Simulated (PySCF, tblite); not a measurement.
Isomers of C7H5F2 (doublet state). Calculated harmonic vibrations of the isolated species, GFN2-xTB (tblite), most abundant isotopes, no scaling. This tight-binding method is rough: wavenumbers can miss measured ones by several per cent, in bad cases by 10 to 20. One conformer each. Open shells enter through the occupations alone, without spin polarisation, and single modes of such species can be off by tens of per cent.

Electronic energies: B3LYP/pcH-1 single points on the GFN2-xTB geometries (PySCF, gas phase).

| SMILES | electronic energy, lowest = 0 (kJ/mol) |
| --- | --- |
| C#C[C@@]1(F)CC=C1[CH]F | 316.6 |
| C#C[C@]1(F)C[C]=C1CF | 449.0 |
| [CH2]c1ccc(F)c(F)c1 | 0.0 |

**Question.** How do GFN2-xTB zero-point energies change the relative energies?

**Answer.** 
| SMILES | ZPE (kJ/mol) | of it from modes above 1550 cm⁻¹ | electronic (kJ/mol) | with ZPE, lowest = 0 (kJ/mol) | lowest mode (cm⁻¹) | rings |
| --- | --- | --- | --- | --- | --- | --- |
| [CH2]c1ccc(F)c(F)c1 | 250.8 | 102.8 | 0.0 | 0.0 | 119 | 1 |
| C#C[C@@]1(F)CC=C1[CH]F | 241.7 | 116.3 | 316.6 | 307.5 | 81 | 1 |
| C#C[C@]1(F)C[C]=C1CF | 243.4 | 115.5 | 449.0 | 441.6 | 44 | 1 |

The zero-point energies span 9.1 kJ/mol, from `C#C[C@@]1(F)CC=C1[CH]F` to `[CH2]c1ccc(F)c(F)c1`. The order is unchanged.

**Question.** And how do the electronic energies of GFN2-xTB itself compare?

**Answer.** `[CH2]c1ccc(F)c(F)c1` 0.0; `C#C[C@@]1(F)CC=C1[CH]F` 273.4; `C#C[C@]1(F)C[C]=C1CF` 408.7 kJ/mol, lowest = 0. Against the energies above, taken from the same isomer `[CH2]c1ccc(F)c(F)c1`, the largest difference is 43.2 kJ/mol.

**Question.** What do entropy and thermal enthalpy add at 298.15 K and 1 bar (rigid rotor, harmonic oscillator, one conformer each)?

**Answer.** 
| SMILES | point group | symmetry number | S (J/(mol K)) | H − H(0) (kJ/mol) | ZPE + H − H(0) − TS (kJ/mol) |
| --- | --- | --- | --- | --- | --- |
| [CH2]c1ccc(F)c(F)c1 | Cs | 1 | 362.7 | 22.50 | 165.2 |
| C#C[C@@]1(F)CC=C1[CH]F | C1 | 1 | 392.6 | 26.07 | 150.7 |
| C#C[C@]1(F)C[C]=C1CF | C1 | 1 | 400.9 | 26.41 | 150.3 |

S holds R ln(2S + 1) for the spin.
